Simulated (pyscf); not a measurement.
`[F][Mg][Cl]`, singlet

Gas-phase minimum from PySCF at ωB97X-D3(BJ)/def2-SVP, one conformer. 

SMILES: [F][Mg][Cl]
```xyz
3

F      1.8780     1.8333    -0.8146
Mg     0.7409     0.7054    -0.0970
Cl    -0.6737    -0.7050     0.7910
```

Bond lengths (Å): F1–Mg2 1.755, Mg2–Cl3 2.186. Angles (°): F1–Mg2–Cl3 179.8.

Properties at ωB97X-D3(BJ)/def2-SVP:

- Harmonic wavenumbers, unscaled = 135, 135, 413, 816 cm⁻¹
- Zero-point energy = 2.1 kcal/mol
- Rotational symmetry number = 1
- Entropy of this conformer at 298 K and 1 atm, rigid rotor and harmonic oscillator, modes under 100 cm⁻¹ raised to 100 = 265.3 J/(mol K)
- Dipole moment = 0.04 D

Single-point totals, which compare only within one level (frozen core for MP2 and CC):

```json
[
 {"level": "ωB97X-D3(BJ)/def2-TZVP", "total energy (hartree)": "-760.35425"},
 {"level": "PBE/def2-TZVP", "total energy (hartree)": "-759.91489"},
 {"level": "r²SCAN/def2-TZVP", "total energy (hartree)": "-760.22715"},
 {"level": "B3LYP-D3(BJ)/def2-TZVP", "total energy (hartree)": "-760.36377"},
 {"level": "PBE0-D3(BJ)/def2-TZVP", "total energy (hartree)": "-759.97059"},
 {"level": "M06-2X/def2-TZVP", "total energy (hartree)": "-760.25094"},
 {"level": "ωB97M-D3(BJ)/def2-TZVP", "total energy (hartree)": "-760.43156"},
 {"level": "HF/def2-TZVPP", "total energy (hartree)": "-758.75342"},
 {"level": "MP2/def2-TZVPP", "total energy (hartree)": "-759.39142"},
 {"level": "CCSD/def2-TZVPP", "total energy (hartree)": "-759.41072"},
 {"level": "CCSD(T)/def2-TZVPP", "total energy (hartree)": "-759.42796"}
]
```

The CCSD(T) − MP2 part came from Ansatz, without density fitting, on the same reference. The frozen core leaves the outer d or s,p core shells of the metals and heavy elements correlated in the MP2 and CC values, and def2-TZVPP describes them poorly, so these totals are far from the basis limit.
